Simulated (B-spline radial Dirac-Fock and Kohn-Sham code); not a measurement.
Ionisation of each subshell: As³¹⁺

System: As³¹⁺ in the configuration 1s2; nuclear rms radius 4.0968 fm (A = 75).

Method: relaxed Dirac-Fock hole states (ΔSCF) with Breit and QED corrections and a finite nucleus. Computed with a B-spline atomic structure program. Correlation energy is missing from these numbers. Energies are counted from the vacuum level.

All terms are in eV, carry their sign (relaxation lowers the binding energy) and add up to the binding energy; ⟨r⟩ is the mean radius of the orbital in the initial state.

| subshell | −ε (Koopmans) | relaxation | Breit | QED | binding energy | ⟨r⟩ (bohr) |
| --- | --- | --- | --- | --- | --- | --- |
| K (1s) | 14468.8 | -1.59 | -12.87 | -8.31 | 14446.0 | 0.045 |

For the deepest level, K (1s), the Breit terms make up -0.089 % of the binding energy, QED -0.058 % and orbital relaxation -0.011 %.

Going to the tabulated ground configuration of the next ion removes an electron from K (1s), computed at 14446.0 eV. NIST lists 14447.68 eV as the ionisation energy of this species (theoretical), +1.67 eV from the computed value.
